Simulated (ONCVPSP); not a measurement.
Reading a pseudo-wave (V)

Columns: radius, all-electron u(r) and pseudo u(r) of the 3p shell (level -40.53 eV) of vanadium in the configuration [Ne] 3s2 3p6 3d4 4s1; PBE, scalar-relativistic, ONCV scheme, ONCVPSP 4.0.1.

| r (bohr) | all-electron | pseudo |
| --- | --- | --- |
| 0.095 | -0.4113 | 0.0367 |
| 0.190 | -0.5267 | 0.1409 |
| 0.285 | -0.2592 | 0.2964 |
| 0.380 | 0.1344 | 0.4797 |
| 0.475 | 0.4980 | 0.6645 |
| 0.570 | 0.7725 | 0.8269 |
| 0.665 | 0.9487 | 0.9492 |
| 0.760 | 1.0384 | 1.0225 |
| 0.855 | 1.0615 | 1.0469 |
| 0.950 | 1.0378 | 1.0292 |
| 1.045 | 0.9838 | 0.9801 |
| 1.140 | 0.9122 | 0.9110 |
| 1.235 | 0.8321 | 0.8318 |
| 1.330 | 0.7497 | 0.7496 |
| 1.425 | 0.6691 | 0.6689 |
| 1.520 | 0.5927 | 0.5926 |
| 1.615 | 0.5219 | 0.5218 |
| 1.710 | 0.4574 | 0.4573 |
| 1.805 | 0.3993 | 0.3992 |
| 1.900 | 0.3475 | 0.3474 |
| 1.995 | 0.3016 | 0.3015 |
| 2.090 | 0.2612 | 0.2611 |
| 2.185 | 0.2258 | 0.2257 |
| 2.280 | 0.1949 | 0.1948 |
| 2.375 | 0.1680 | 0.1679 |
| 2.470 | 0.1446 | 0.1446 |

(1) How many radial nodes do the two functions have?

(2) At about which radius was the pseudo-wave matched?

(3) Where does each function peak?

(4) Is the pseudo-wave norm-conserving?

## Answers

(1) The all-electron 3p function has n − l − 1 = 1; the pseudo-wave has 0, since the states of the same l below it are removed with the core.

(2) 1.40 bohr. The columns agree to 0.0005 from 1.24 bohr on; several derivatives are matched, so the curves merge somewhat inside the radius.

(3) Outermost all-electron maximum near 0.85 bohr, pseudo maximum near 0.85 bohr (to the table’s step).

(4) Yes: the ONCV scheme keeps the norm inside the radius equal to the all-electron one, which fixes the energy derivative of the logarithmic derivative at the level.
